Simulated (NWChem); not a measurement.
System: C₄H₂F₂O; SMILES Fc1ccc(F)o1

NWChem input:

```
start job
memory heap 200 mb stack 900 mb global 1100 mb
geometry units angstroms noautosym nocenter noautoz
  F     -2.222637     0.000000    -0.663658
  C     -1.070732     0.000000    -0.052665
  C     -0.721628     0.000000     1.254476
  C      0.721628     0.000000     1.254476
  C      1.070732     0.000000    -0.052665
  F      2.222637     0.000000    -0.663658
  O      0.000000     0.000000    -0.865749
  H     -1.393324     0.000000     2.108180
  H      1.393324     0.000000     2.108180
end
basis spherical
  F library pcsseg-1
  C library pcsseg-1
  O library pcsseg-1
  H library pcsseg-1
end
dft
  xc bhlyp
  iterations 150
end
property
  shielding 5 1 2 3 7 8
end
task dft property
```

Output (shortened):

```
             Northwest Computational Chemistry Package (NWChem) 7.3.0
             --------------------------------------------------------

                             Geometry "geometry" -> ""
                             -------------------------

 Output coordinates in angstroms (scale by  1.889725989 to convert to a.u.)

  No.       Tag          Charge          X              Y              Z
 ---- ---------------- ---------- -------------- -------------- --------------
    1 F                    9.0000    -2.22263700     0.00000000    -0.66365800
    2 C                    6.0000    -1.07073200     0.00000000    -0.05266500
    3 C                    6.0000    -0.72162800     0.00000000     1.25447600
    4 C                    6.0000     0.72162800     0.00000000     1.25447600
    5 C                    6.0000     1.07073200     0.00000000    -0.05266500
    6 F                    9.0000     2.22263700     0.00000000    -0.66365800
    7 O                    8.0000     0.00000000     0.00000000    -0.86574900
    8 H                    1.0000    -1.39332400     0.00000000     2.10818000
    9 H                    1.0000     1.39332400     0.00000000     2.10818000

 Effective nuclear repulsion energy (a.u.)     293.9318298804

                              NWChem Property Module
                              ----------------------

  itol2e modified to match energy
  convergence criterion.

                                 NWChem DFT Module
                                 -----------------

 Summary of "ao basis" -> "ao basis" (spherical)
 ------------------------------------------------------------------------------
       Tag                 Description            Shells   Functions and Types
 ---------------- ------------------------------  ------  ---------------------
 F                          pcsseg-1                 7       17   3s3p1d
 C                          pcsseg-1                 7       17   3s3p1d
 O                          pcsseg-1                 7       17   3s3p1d
 H                          pcsseg-1                 3        5   2s1p

  itol2e modified to match energy
  convergence criterion.

[...]

          -----------------------------------------
          Chemical Shielding Tensors (GIAO, in ppm)
          -----------------------------------------

                                NWChem CPHF Module
                                ------------------

  scftype          =     RHF
  nclosed          =       26
  nopen            =        0
  variables        =     2678
  # of vectors     =        3
  tolerance        = 0.10D-03
  level shift      = 0.00D+00
  max iterations   =       50
  max subspace     =       30

 SCF residual:    1.5258583976096717E-004

Iterative solution of linear equations
  No. of variables     2678
  No. of equations        3
  Maximum subspace       30
        Iterations       50
       Convergence  1.0D-04

   iter   nsub   residual    time
   ----  ------  --------  ---------
     1      3    9.36D-01      93.3
     2      6    1.24D-01      98.5
     3      9    1.63D-02     104.2
     4     12    1.16D-03     110.3
     5     15    1.08D-04     116.4
     6     18    1.41D-05     122.9

      Atom:    1  F
        Diamagnetic
    488.5683     -0.0000     11.0028
     -0.0000    463.6826     -0.0000
     11.0028     -0.0000    468.5900

        Paramagnetic
   -171.5045     -0.0000     32.4625
     -0.0000   -110.3209     -0.0000
     32.4625     -0.0000   -191.7842

        Total Shielding Tensor
    317.0638     -0.0000     43.4653
     -0.0000    353.3617     -0.0000
     43.4653     -0.0000    276.8058

           isotropic =     315.7438
          anisotropy =      56.4269

          Principal Components and Axis System
                 1           2           3
              353.3617    344.8348    249.0348

      1        -0.0000      0.8427     -0.5384
      2         1.0000      0.0000      0.0000
      3        -0.0000      0.5384      0.8427

      Atom:    2  C
        Diamagnetic
    262.6396     -0.0000      1.2995
     -0.0000    221.9098     -0.0000
      1.2995     -0.0000    255.0599

        Paramagnetic
   -310.7784     -0.0000     15.4280
     -0.0000   -154.8153      0.0000
     15.4280      0.0000   -192.0033

        Total Shielding Tensor
    -48.1388     -0.0000     16.7276
     -0.0000     67.0945      0.0000
     16.7276      0.0000     63.0566

           isotropic =      27.3374
          anisotropy =      59.6356

          Principal Components and Axis System
                 1           2           3
               67.0945     65.5185    -50.6007

      1        -0.0000      0.1456      0.9893
      2         1.0000      0.0000      0.0000
      3        -0.0000      0.9893     -0.1456

      Atom:    3  C
        Diamagnetic
    265.9584      0.0000      3.6903
      0.0000    234.1514     -0.0000
      3.6903     -0.0000    259.0664

        Paramagnetic
   -221.0836     -0.0000     11.8382
     -0.0000    -74.7320      0.0000
     11.8382      0.0000   -176.7273

        Total Shielding Tensor
     44.8748     -0.0000     15.5285
     -0.0000    159.4193      0.0000
     15.5285      0.0000     82.3390

           isotropic =      95.5444
          anisotropy =      95.8124

          Principal Components and Axis System
                 1           2           3
              159.4193     87.9385     39.2753

      1         0.0000      0.3392      0.9407
      2         1.0000     -0.0000      0.0000
      3         0.0000      0.9407     -0.3392

      Atom:    4  O
        Diamagnetic
    417.9640     -0.0000      0.0000
     -0.0000    384.4739     -0.0000
      0.0000     -0.0000    396.1294

[...]
```

Level: BHandHLYP/pcSseg-1, GIAO. The geometry was optimised at PBE0/def2-SVP. The output numbers the shielded atoms by their place in the input's list. The printed shielding anisotropy is the first printed principal value minus the mean of the other two.
